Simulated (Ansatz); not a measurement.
[VO2(OH)2]- (VO₄H₂⁻), relaxed as a singlet with RKS PBE-D4/def2-SVPD in Ansatz, starting from the GFN2-xTB geometry. Force threshold 0.02 eV/Å.

The restricted singlet is unstable towards broken spin symmetry in Hartree–Fock (as tested in another run); at PBE-D4/def2-SVPD this wasn't settled.

Start:

```xyz
7

V     0.058   -0.356    0.080
O     0.051   -0.925    1.515
O     0.331   -1.436   -0.989
O     1.312    0.857   -0.053
H     1.730    0.879   -0.918
O    -1.505    0.369   -0.218
H    -1.978    0.613    0.582
```

```json
{"step": "1", "energy (eV)": "-33892.2915", "largest force component (eV/Å)": "5.734", "SCF passes": "21"}
{"step": "2", "energy (eV)": "-33892.9915", "largest force component (eV/Å)": "1.949", "SCF passes": "23"}
{"step": "3", "energy (eV)": "-33893.1192", "largest force component (eV/Å)": "0.222", "SCF passes": "23"}
{"step": "4", "energy (eV)": "-33893.1244", "largest force component (eV/Å)": "0.072", "SCF passes": "25"}
{"step": "5", "energy (eV)": "-33893.1264", "largest force component (eV/Å)": "0.068", "SCF passes": "24"}
{"step": "6", "energy (eV)": "-33893.1273", "largest force component (eV/Å)": "0.026", "SCF passes": "25"}
{"step": "7 (rejected)", "energy (eV)": "-33893.1273", "largest force component (eV/Å)": "0.063", "SCF passes": "25"}
{"step": "8", "energy (eV)": "-33893.1274", "largest force component (eV/Å)": "0.004", "SCF passes": "16"}
```

Force components are those of the run's own axes.

End:

```xyz
7

V     0.060   -0.371    0.083
O     0.059   -0.975    1.601
O     0.343   -1.518   -1.046
O     1.387    0.934   -0.054
H     1.780    0.896   -0.943
O    -1.603    0.409   -0.245
H    -2.026    0.626    0.604
```

By distances, no bond broke or formed. The bond that changes most is V1–O6, from 1.75 to 1.87 Å (atoms count from 1).

No frequencies were taken in this run, so the end may be a saddle point.

It took 9.5 s on 4 threads of Arm Neoverse V1 on a shared host.
